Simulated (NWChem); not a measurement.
System: C$_{3}$H$_{6}$OS; SMILES CSCC=O

Here is an NWChem input.

```
start job
memory heap 200 mb stack 900 mb global 1100 mb
geometry units angstroms noautosym nocenter noautoz
  C     -1.322001    -1.184345     0.186467
  S      0.438554    -1.199366    -0.215841
  C      0.951904     0.354497     0.581167
  C      0.387911     1.467862    -0.255167
  O     -0.607581     2.081671     0.028738
  H     -1.484167    -1.332044     1.264408
  H     -1.773834    -2.022618    -0.361923
  H     -1.800859    -0.247103    -0.133539
  H      2.052309     0.352131     0.564044
  H      0.586919     0.410106     1.617948
  H      0.924150     1.637706    -1.224112
end
basis spherical
  * library def2-svp
end
dft
  xc b3lyp
  iterations 150
end
property
  efieldgrad
end
task dft property
```

All runs use the structure optimised with PBE0/def2-SVP.

Vzz is the largest principal value of the second derivative of the potential at the nucleus (NWChem prints the opposite sign); η is the asymmetry. Non-relativistic.

Atoms are numbered as in the input.

**Question.** What results follow from this input? (B3LYP/def2-SVP.) Quantities: Vzz S2 (a.u.); η S2; Vzz O5 (a.u.); η O5.

**Answer.** 
| Item | Value |
|---|---|
| Vzz S2 (a.u.) | -2.808 |
| η S2 | 0.59 |
| Vzz O5 (a.u.) | -1.960 |
| η O5 | 0.50 |
